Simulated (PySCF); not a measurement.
## Ionisation energy of Bi⁺ by level of theory

Bi⁺ [Xe] 4f14 5d10 6s2 6p2 (3P) → Bi²⁺ [Xe] 4f14 5d10 6s2 6p1 (2P), as a difference of total energies. Calculation: PySCF 2.14, in aug-cc-pwCVTZ-PP with ECP60MDF (8s7p6d4f1g, 96 functions); scalar relativity through the core potential. Correlated levels: valence: 5s2 5p6 5d10 frozen; valence and next inner shell: nothing frozen outside the core potential. The calculations carry no spin-orbit coupling.

```json
{"method": "UHF", "ionisation energy (eV)": "15.306", "difference from reference (eV)": "-1.397"}
{"method": "LDA", "ionisation energy (eV)": "15.977", "difference from reference (eV)": "-0.726"}
{"method": "PBE", "ionisation energy (eV)": "15.762", "difference from reference (eV)": "-0.941"}
{"method": "PBE0", "ionisation energy (eV)": "15.822", "difference from reference (eV)": "-0.881"}
{"method": "r2SCAN", "ionisation energy (eV)": "15.913", "difference from reference (eV)": "-0.790"}
{"method": "PBEsol", "ionisation energy (eV)": "15.806", "difference from reference (eV)": "-0.897"}
{"method": "wB97X-V", "ionisation energy (eV)": "15.642", "difference from reference (eV)": "-1.061"}
{"method": "B97-3", "ionisation energy (eV)": "15.587", "difference from reference (eV)": "-1.116"}
{"method": "M06-2X", "ionisation energy (eV)": "15.824", "difference from reference (eV)": "-0.879"}
{"method": "MP2 (valence)", "ionisation energy (eV)": "15.590", "difference from reference (eV)": "-1.113"}
{"method": "SCS-MP2 (valence)", "ionisation energy (eV)": "15.530", "difference from reference (eV)": "-1.173"}
{"method": "MP2 (valence and next inner shell)", "ionisation energy (eV)": "15.839", "difference from reference (eV)": "-0.864"}
{"method": "SCS-MP2 (valence and next inner shell)", "ionisation energy (eV)": "15.698", "difference from reference (eV)": "-1.005"}
```

Reference: 16.703 eV (measured; NIST Atomic Spectra Database, ionization energies).

Spin-orbit coupling is strong in these open shells (close to jj coupling). The scalar numbers leave it out and a first-order estimate fails, so it can dominate the gap to the real levels.

Errors of the correlated levels include the incompleteness of this basis and the frozen core.
